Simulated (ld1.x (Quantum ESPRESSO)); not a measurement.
## What one change does to a pseudopotential (bismuth, TM)

* Element: bismuth (Bi)
* Generator: ld1.x (Quantum ESPRESSO) 7.5
* Type: norm-conserving Troullier–Martins (Kleinman–Bylander form)
* Functional: PBE
* Relativity: scalar-relativistic
* Frozen core: [Xe] 4f14
* Valence charge: 15
* Reference configuration: 5d10 6s2 6p2.5 (charge +0.5)
* Partial waves: 6s (bound): rc 1.50 bohr; 5d (bound): rc 1.90 bohr; 5f channel at 0.15 Ry: rc 2.05 bohr; 6p (bound): rc 2.60 bohr
* Local potential: the p channel
* Core correction: none

Change: wave 6s (bound): rc 1.50 bohr becomes 6s (bound): rc 2.06 bohr.

Cutoffs: the cutoffs (Ry, on a coarse ladder) from which the occupation-weighted sum of valence levels, in a spherical-Bessel basis at the reference potential, stays within 10 and 1 mRy of its value at 400 Ry; they do not see the model core or the augmentation charge, which bear on the density cutoff. Errors are all-electron minus pseudo energies relative to the spin-unpolarised reference configuration.

Problem. Predict the effect on cutoff, ghosts and configuration errors.

Solution. The potential gets softer (60 Ry and 140 Ry → 55 Ry and 90 Ry); of the 7 tests that both files solve, the error grows in 1 and shrinks in 1 by more than 15 % and 0.3 meV (median size 6.2 → 5.3 meV); neither file shows a bound ghost. A larger radius leaves more room for a smooth pseudo-wave, so fewer plane waves are needed.

```csv
quantity,base,changed
"cutoff, loose",60 Ry,55 Ry
"cutoff, tight",140 Ry,90 Ry
loose cutoff by channel (10 mRy a level),"s 35 Ry, d 45 Ry, p 8 Ry","s 21 Ry, d 45 Ry, p 8 Ry"
bound ghosts,none,none
"error for 5d10 6s2 6p3, meV [ΔE -3.10 eV]",+1.9,+1.9
"error for 5d10 6s2 6p2, meV [ΔE 4.82 eV]",-1.8,-1.8
"error for 5d10 6s2 6p1, meV [ΔE 20.06 eV]",-6.2,-5.6
"error for 5d10 6s2 6p3.3, meV [ΔE -4.19 eV]",+2.8,+2.9
"error for 5d10 6s1 6p4, meV [ΔE 6.99 eV]",-8.7,-5.3
"error for 5d9 6s2 6p3, meV [ΔE 30.23 eV]",-166,-194
"error for 5d9 6s2 6p4, meV [ΔE 21.11 eV]",-215,-236
s: phases at 2.86 bohr within 0.05 rad from the reference energy up to (Ry; the scan ends near 5),1.0,1.1
p: phases at 2.86 bohr within 0.05 rad from the reference energy up to (Ry; the scan ends near 5),2.4,2.4
d: phases at 2.86 bohr within 0.05 rad from the reference energy up to (Ry; the scan ends near 5),-0.2,-0.2
f: phases at 2.86 bohr within 0.05 rad from the reference energy up to (Ry; the scan ends near 5),2.9,2.9
```
